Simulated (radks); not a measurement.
Fractional charge and spin in the 4d shell of silver: the spin-up occupation runs from 4 to 5 and the spin-down occupation from 4 to 5; the fullest corner is Ag, [Kr] 5s(up 0.5, down 0.5) 4d(up 5, down 5). All-electron calculation, scalar-relativistic Kohn-Sham, PBEsol, spin-polarised, spherical densities, finite nucleus; Fermi nuclear charge, rms radius of each element as measured or else 0.836 A^(1/3) + 0.57 fm. Program: a radial shooting solver on a logarithmic mesh with Libxc functionals. Energy (eV) above the fullest corner. The planes named below are the two flat planes that join the four corners, with an edge along up + down = one added electron.

\begin{tabular}{lrrrrr}
down \ up & 4 & 4.25 & 4.5 & 4.75 & 5 \\ \hline
4 & 39.147 & 31.339 & 24.393 & 18.286 & 12.991 \\
4.25 & 31.339 & 24.439 & 18.374 & 13.121 & 8.653 \\
4.5 & 24.393 & 18.374 & 13.165 & 8.738 & 5.063 \\
4.75 & 18.286 & 13.121 & 8.738 & 5.105 & 2.191 \\
5 & 12.991 & 8.653 & 5.063 & 2.191 & 0.000 \\
\end{tabular}

Corners above the fullest one (they belong to Ag+ and the next ion): (up 5, down 4) 12.991 eV, (up 4, down 5) 12.991 eV, (up 4, down 4) 39.147 eV. With half an added electron in each spin the energy lies 0.174 eV from the planes, and with half an added electron in spin up alone -1.676 eV. The planes are only a guide here: the flat-plane condition holds for ground states with one frontier orbital, while this shell lies below other occupied shells, so the corners above the fullest one are inner-hole states and not the ground states of those ions.
